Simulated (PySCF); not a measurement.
## Static response to an electric field

C4H7BF2.
Atom-mapped SMILES: `[CH2:1]=[C:2]([CH3:3])[CH2:4][B:5]([F:6])[F:7]` (hydrogens: H8, H9 on C1; H10, H11, H12 on C3; H13, H14 on C4)

Cartesian coordinates in Å at the PBE0-D3(BJ)/def2-SVP level; atoms count from 1:
```xyz
14
C4H7BF2 angstrom
C     -0.778   -1.288    0.995
C     -0.500   -0.199    0.266
C     -0.870    1.183    0.712
C      0.254   -0.297   -1.044
B      1.756    0.011   -0.738
F      2.159    1.223   -0.393
F      2.686   -0.925   -0.758
H     -0.500   -2.290    0.656
H     -1.296   -1.208    1.954
H      0.020    1.830    0.770
H     -1.552    1.655   -0.016
H     -1.361    1.177    1.694
H      0.159   -1.302   -1.478
H     -0.143    0.435   -1.767
```

Level: CAM-B3LYP/def2-SVPD (PySCF), static field, nuclei fixed, core orbitals frozen in the response. The polarisability tensor in these axes (au):

```
x   59.40  1.55 -7.97
y    1.55 68.47 -4.98
z   -7.97 -4.98 60.28
```

Question: What are the eigenvalues, a third of the trace, and Δα (Δα² = ½Σ(αi − αj)² over the three pairs)?

Answer: Principal values 51.52, 63.65 and 72.98 au; mean 62.72 au = 9.29 Å³ = 10.34 × 10⁻⁴⁰ C²·m²/J; Δα = 18.63 au (30 % of the mean).

Question: What is the dipole moment, and where does it point?

Answer: (-1.54, 0.16, -0.46) D, 1.61 D in size, pointing from the negative to the positive side. Measured along this direction, the outermost atoms are F7 at the negative end and H11 at the positive end.

Question: Directions of the eigenvectors, and the extent of the frame along each?

Answer: Largest value along (0.40, 0.74, -0.54), where the nuclei span 4.46 Å; middle along (-0.60, 0.66, 0.45), 4.93 Å; least along (0.69, 0.15, 0.71), 2.68 Å. The strongest response doesn't lie along the longest of the three spans.

Question: What depolarisation ratio follows for Rayleigh scattering of linearly polarised light, taking the static tensor?

Answer: ρ = 3Δα²/(45ᾱ² + 4Δα²) = 1041.4/(177005 + 1388.5) = 0.00584.

Question: What would n − 1 = 2πNα be for an ideal gas of these molecules at 400 K and 1 atm, electronic part alone?

Answer: N = p/kT = 1.8347 × 10¹⁹ cm⁻³, so n − 1 = 2π × N × 9.29 × 10⁻²⁴ cm³ = 1071 × 10⁻⁶ at long wavelengths, for an ideal gas.

Question: Sum over states: ᾱ = Σ f/ω², ω in Eh. What share falls to these 10 lowest TDDFT singlets (eV, f)? 6.40, 0.1687; 6.87, 0.0699; 7.35, 0.1469; 7.81, 0.0190; 7.98, 0.0140; 8.15, 0.0035; 8.46, 0.0393; 8.62, 0.0093; 8.79, 0.0211; 8.87, 0.0143.

Answer: They add up to 7.42 au, 11.8 % of the 62.72 au; the largest single term is 3.05 au, from the state at 6.40 eV. Terms in order: 3.05, 1.10, 2.01, 0.23, 0.16, 0.04, 0.41, 0.09, 0.20, 0.13 au. Higher excitations give the rest. The strengths listed sum to 0.506.

Question: Find the Langevin capture rate constant for H3O+ (19.018 u) meeting this molecule (104.061 u), k = 2.342 × 10⁻⁹ cm³/s × √(α in Å³ / reduced mass in u).

Answer: The reduced mass is 16.08 u, so k = 1.78 × 10⁻⁹ cm³/s. The formula leaves out the permanent dipole, which adds to the capture rate.

One conformer (not necessarily the lowest) at the PBE0-D3(BJ)/def2-SVP geometry, without solvent, vibrations or thermal averaging.

These values come from a run that also computed excited states and ΔSCF ions. Hardware: an Arm Neoverse V1 with one thread, shared host with 32 logical CPUs at a one-minute load of 33. Cost: 69 s of wall time, 1.1 GiB resident at most.
